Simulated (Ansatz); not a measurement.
Wavefunction ladder for C₂H₃Cl₃O₂Si (`CC(=O)O[Si](Cl)(Cl)Cl`)

```xyz
11

C    -1.488    0.161    1.348
C    -0.646   -0.384    0.244
O    -0.835   -1.395   -0.364
O     0.417    0.429   -0.018
Si    1.543    0.118   -1.183
Cl    2.826    1.675   -1.063
Cl    2.532   -1.600   -0.806
Cl    0.706    0.075   -3.018
H    -1.851    1.153    1.074
H    -0.881    0.275    2.248
H    -2.324   -0.508    1.537
```

Charge 0, multiplicity 1. Geometry: relaxed with PBE0-D4/def2-TZVP. It is one conformer, not always the lowest. Frozen core, restricted reference, Ansatz.

```csv
basis,HF (Eh),MP2 corr.
def2-SVP,-1894.16563,-1.10850
def2-TZVPP,-1895.02382,-1.45725
def2-QZVPP,-1895.08149,-1.58506
```

(1) Estimate the CCSD correlation energy and the (T) correction in each basis where they were run (hartree).

Results:

(1) 
| basis | CCSD corr. | (T) |
| --- | --- | --- |
| def2-SVP | -1.16473 | -0.03224 |
